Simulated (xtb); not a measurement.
Si(AsH2)(F)2(H) (AsF2H3Si), SMILES F[SiH](F)[AsH2]. All values are semi-empirical tight-binding results from xtb (GFN2-xTB unless named), good for trends rather than for accurate numbers. Coordinates come from a GFN2-xTB optimisation.

Optimised geometry:

Bond lengths (Å): Si1–F2 1.606, Si1–F3 1.606, Si1–As4 2.297, Si1–H5 1.452, As4–H6 1.503, As4–H7 1.503. Bond angles (°): F2–Si1–F3 101.0, F2–Si1–As4 107.7, F2–Si1–H5 104.5, F3–Si1–As4 107.7, F3–Si1–H5 104.5, As4–Si1–H5 128.3, Si1–As4–H6 92.7, Si1–As4–H7 92.7, H6–As4–H7 89.3.
Charge 0, spin multiplicity 1.

Computed properties:
```
Item                                                   Value
---------------------------------------------  -------------
point group as xtb finds it                               Cs
orbital gap                                          5.08 eV
zero-point energy                              17.8 kcal/mol
G − E(el) at 298.15 K (modified RRHO)          -2.0 kcal/mol
static polarisability (D4 model)                  67.0 bohr³
solvation energy, GFN2-xTB/ALPB(water)         -1.1 kcal/mol
solvation energy, GFN2-xTB/ALPB(acetonitrile)  -2.3 kcal/mol
```

Q: Give the atomic charges and the Wiberg bond orders between heavy atoms. (Estimate from the structure and the level; the computed values follow.)

A: charges (e) Si1 0.59, F2 -0.28, F3 -0.28, As4 0.08, H5 -0.04, H6 -0.03, H7 -0.03. Bond orders Si1–F2 1.08, Si1–F3 1.08, Si1–As4 0.95.
